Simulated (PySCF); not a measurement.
Isomers of C7H15OP.

All values: PBE0/pcSseg-1 (PySCF) at GFN2-xTB geometries, gas phase, one conformer each.

**Question.** Rank by dipole moment, highest first.
A. `[CH3:1][CH:2]([CH3:3])[P:4]1(=[O:5])[C@@H:6]([CH3:7])[C@@H:8]1[CH3:9]` with C1–C2–P4–O5 -64°
B. `[CH2:1]=[P:2]1([CH2:3][CH3:4])[CH2:5][CH2:6][O:7][CH2:8][CH2:9]1` with C1–P2–C3–C4 -49°, C1–P2–C5–C6 -84°, P2–C5–C6–O7 -62°, C5–C6–O7–C8 66°, C6–O7–C8–C9 -70°
C. `[CH3:1]/[CH:2]=[CH:3]/[P@@:4]([CH3:5])(=[O:6])[CH:7]([CH3:8])[CH3:9]` with C2–C3–P4–C5 -126°, C3–P4–C7–C8 175°
D. `[OH:1][CH2:2][P:3]1[CH2:4][CH2:5][CH2:6][CH2:7][CH2:8][CH2:9]1` with H–O1–C2–P3 -59°, O1–C2–P3–C4 -167°, C2–P3–C4–C5 -175°, P3–C4–C5–C6 -36°, C4–C5–C6–C7 -54°, C5–C6–C7–C8 101°
E. `[CH2:1]=[CH:2][CH2:3][P:4]([CH2:5][OH:6])[CH:7]([CH3:8])[CH3:9]` with C1–C2–C3–P4 101°, C2–C3–P4–C5 74°, C3–P4–C5–O6 -69°, P4–C5–O6–H -58°, C3–P4–C7–C8 74°

**Answer.** A (3.89 D), C (3.60 D), B (2.11 D), E (1.64 D), D (1.34 D).

**Question.** Rank by LUMO energy, lowest first.
A. `[CH2:1]=[CH:2][CH2:3][P:4]([CH2:5][OH:6])[CH:7]([CH3:8])[CH3:9]` with C1–C2–C3–P4 101°, C2–C3–P4–C5 74°, C3–P4–C5–O6 -69°, P4–C5–O6–H -58°, C3–P4–C7–C8 74°
B. `[CH3:1]/[CH:2]=[CH:3]/[P@@:4]([CH3:5])(=[O:6])[CH:7]([CH3:8])[CH3:9]` with C2–C3–P4–C5 -126°, C3–P4–C7–C8 175°
C. `[CH2:1]=[C:2]([CH3:3])[P@@:4]([CH3:5])(=[O:6])[CH2:7][CH2:8][CH3:9]` with C1–C2–P4–C5 56°, C2–P4–C7–C8 -176°, P4–C7–C8–C9 175°
D. `[CH3:1][CH:2]([CH3:3])[P:4]1(=[O:5])[C@@H:6]([CH3:7])[C@@H:8]1[CH3:9]` with C1–C2–P4–O5 -64°
E. `[CH3:1][CH:2]([CH3:3])[P@@:4]1(=[O:5])[CH2:6][CH2:7][C@H:8]1[CH3:9]` with C1–C2–P4–O5 -64°, C2–P4–C6–C7 93°, P4–C6–C7–C8 18°, C6–C7–C8–C9 -146°, C2–P4–C8–C7 -90°
F. `[CH3:1][CH2:2][CH2:3][P:4]([CH2:5][OH:6])[CH:7]1[CH2:8][CH2:9]1` with C1–C2–C3–P4 178°, C2–C3–P4–C5 175°, C3–P4–C5–O6 -169°, P4–C5–O6–H -58°, C3–P4–C7–C8 -98°

**Answer.** C (-0.39 eV), B (-0.20 eV), A (0.19 eV), F (0.75 eV), D (0.88 eV), E (1.05 eV).

**Question.** Rank by the highest IAO charge on any atom, highest value first.
A. `[CH2:1]=[P:2]1([CH2:3][CH3:4])[CH2:5][CH2:6][O:7][CH2:8][CH2:9]1` with C1–P2–C3–C4 -49°, C1–P2–C5–C6 -84°, P2–C5–C6–O7 -62°, C5–C6–O7–C8 66°, C6–O7–C8–C9 -70°
B. `[CH3:1][CH:2]([CH3:3])[P:4]1(=[O:5])[C@@H:6]([CH3:7])[C@@H:8]1[CH3:9]` with C1–C2–P4–O5 -64°
C. `[CH3:1][CH:2]([CH3:3])[P@@:4]1(=[O:5])[CH2:6][CH2:7][C@H:8]1[CH3:9]` with C1–C2–P4–O5 -64°, C2–P4–C6–C7 93°, P4–C6–C7–C8 18°, C6–C7–C8–C9 -146°, C2–P4–C8–C7 -90°
D. `[OH:1][CH2:2][P:3]1[CH2:4][CH2:5][CH2:6][CH2:7][CH2:8][CH2:9]1` with H–O1–C2–P3 -59°, O1–C2–P3–C4 -167°, C2–P3–C4–C5 -175°, P3–C4–C5–C6 -36°, C4–C5–C6–C7 -54°, C5–C6–C7–C8 101°
E. `[CH2:1]=[CH:2][P@:3](=[O:4])([CH2:5][CH3:6])[CH2:7][CH2:8][CH3:9]` with C1–C2–P3–O4 0°, C2–P3–C5–C6 180°, C2–P3–C7–C8 -57°, P3–C7–C8–C9 -68°
F. `[CH3:1][CH:2]([CH3:3])[P@:4]1(=[O:5])[CH2:6][C@@H:7]([CH3:8])[CH2:9]1` with C1–C2–P4–O5 -60°, C2–P4–C6–C7 -93°, P4–C6–C7–C8 -138°, C6–C7–C9–P4 16°, C2–P4–C9–C7 93°

**Answer.** E (+1.507 e), F (+1.484 e), C (+1.465 e), B (+1.418 e), A (+1.153 e), D (+0.426 e).

All values together:

```tsv
SMILES	μ (D)	HOMO (eV)	LUMO (eV)	lowest IAO charge (e)	highest IAO charge (e)	lowest Hirshfeld charge (e)	highest Hirshfeld charge (e)
C/C=C/[P@@](C)(=O)C(C)C	3.60	-7.33	-0.20	-0.937 (O)	+1.519 (P)	-0.397 (O)	+0.432 (P)
C=CCP(CO)C(C)C	1.64	-6.70	0.19	-0.539 (O)	+0.435 (P)	-0.216 (O)	+0.163 (H)
C=C[P@](=O)(CC)CCC	3.56	-7.33	-0.52	-0.930 (O)	+1.507 (P)	-0.384 (O)	+0.438 (P)
CC(C)[P@]1(=O)C[C@@H](C)C1	4.00	-7.29	0.82	-0.906 (O)	+1.484 (P)	-0.398 (O)	+0.432 (P)
OCP1CCCCCC1	1.34	-6.57	0.85	-0.541 (O)	+0.426 (P)	-0.229 (O)	+0.160 (H)
CC(C)[P@@]1(=O)CC[C@H]1C	3.86	-7.25	1.05	-0.906 (O)	+1.465 (P)	-0.398 (O)	+0.429 (P)
CC(C)P1(=O)[C@@H](C)[C@@H]1C	3.89	-6.67	0.88	-0.899 (O)	+1.418 (P)	-0.388 (O)	+0.404 (P)
CCC[P@@]1(=O)CC[C@H]1C	3.80	-7.28	1.07	-0.905 (O)	+1.470 (P)	-0.398 (O)	+0.430 (P)
C=P1(CC)CCOCC1	2.11	-5.27	0.95	-0.924 (C)	+1.153 (P)	-0.321 (C)	+0.366 (P)
C=CC[P@@](C)(=O)C(C)C	3.83	-7.16	0.11	-0.941 (O)	+1.512 (P)	-0.406 (O)	+0.439 (P)
C=C(C)[P@@](C)(=O)CCC	3.53	-7.34	-0.39	-0.938 (O)	+1.515 (P)	-0.401 (O)	+0.440 (P)
CCCP(CO)C1CC1	1.24	-6.71	0.75	-0.539 (O)	+0.452 (P)	-0.232 (O)	+0.159 (H)
```

Conformers: `[CH3:1]/[CH:2]=[CH:3]/[P@@:4]([CH3:5])(=[O:6])[CH:7]([CH3:8])[CH3:9]` with C2–C3–P4–C5 -126°, C3–P4–C7–C8 175°; `[CH2:1]=[CH:2][CH2:3][P:4]([CH2:5][OH:6])[CH:7]([CH3:8])[CH3:9]` with C1–C2–C3–P4 101°, C2–C3–P4–C5 74°, C3–P4–C5–O6 -69°, P4–C5–O6–H -58°, C3–P4–C7–C8 74°; `[CH2:1]=[CH:2][P@:3](=[O:4])([CH2:5][CH3:6])[CH2:7][CH2:8][CH3:9]` with C1–C2–P3–O4 0°, C2–P3–C5–C6 180°, C2–P3–C7–C8 -57°, P3–C7–C8–C9 -68°; `[CH3:1][CH:2]([CH3:3])[P@:4]1(=[O:5])[CH2:6][C@@H:7]([CH3:8])[CH2:9]1` with C1–C2–P4–O5 -60°, C2–P4–C6–C7 -93°, P4–C6–C7–C8 -138°, C6–C7–C9–P4 16°, C2–P4–C9–C7 93°; `[OH:1][CH2:2][P:3]1[CH2:4][CH2:5][CH2:6][CH2:7][CH2:8][CH2:9]1` with H–O1–C2–P3 -59°, O1–C2–P3–C4 -167°, C2–P3–C4–C5 -175°, P3–C4–C5–C6 -36°, C4–C5–C6–C7 -54°, C5–C6–C7–C8 101°; `[CH3:1][CH:2]([CH3:3])[P@@:4]1(=[O:5])[CH2:6][CH2:7][C@H:8]1[CH3:9]` with C1–C2–P4–O5 -64°, C2–P4–C6–C7 93°, P4–C6–C7–C8 18°, C6–C7–C8–C9 -146°, C2–P4–C8–C7 -90°; `[CH3:1][CH:2]([CH3:3])[P:4]1(=[O:5])[C@@H:6]([CH3:7])[C@@H:8]1[CH3:9]` with C1–C2–P4–O5 -64°; `[CH3:1][CH2:2][CH2:3][P@@:4]1(=[O:5])[CH2:6][CH2:7][C@H:8]1[CH3:9]` with C1–C2–C3–P4 -62°, C2–C3–P4–O5 -43°, C3–P4–C6–C7 90°, P4–C6–C7–C8 18°, C6–C7–C8–C9 -144°, C3–P4–C8–C7 -93°; `[CH2:1]=[P:2]1([CH2:3][CH3:4])[CH2:5][CH2:6][O:7][CH2:8][CH2:9]1` with C1–P2–C3–C4 -49°, C1–P2–C5–C6 -84°, P2–C5–C6–O7 -62°, C5–C6–O7–C8 66°, C6–O7–C8–C9 -70°; `[CH2:1]=[CH:2][CH2:3][P@@:4]([CH3:5])(=[O:6])[CH:7]([CH3:8])[CH3:9]` with C1–C2–C3–P4 -124°, C2–C3–P4–C5 177°, C3–P4–C7–C8 59°; `[CH2:1]=[C:2]([CH3:3])[P@@:4]([CH3:5])(=[O:6])[CH2:7][CH2:8][CH3:9]` with C1–C2–P4–C5 56°, C2–P4–C7–C8 -176°, P4–C7–C8–C9 175°; `[CH3:1][CH2:2][CH2:3][P:4]([CH2:5][OH:6])[CH:7]1[CH2:8][CH2:9]1` with C1–C2–C3–P4 178°, C2–C3–P4–C5 175°, C3–P4–C5–O6 -169°, P4–C5–O6–H -58°, C3–P4–C7–C8 -98°.
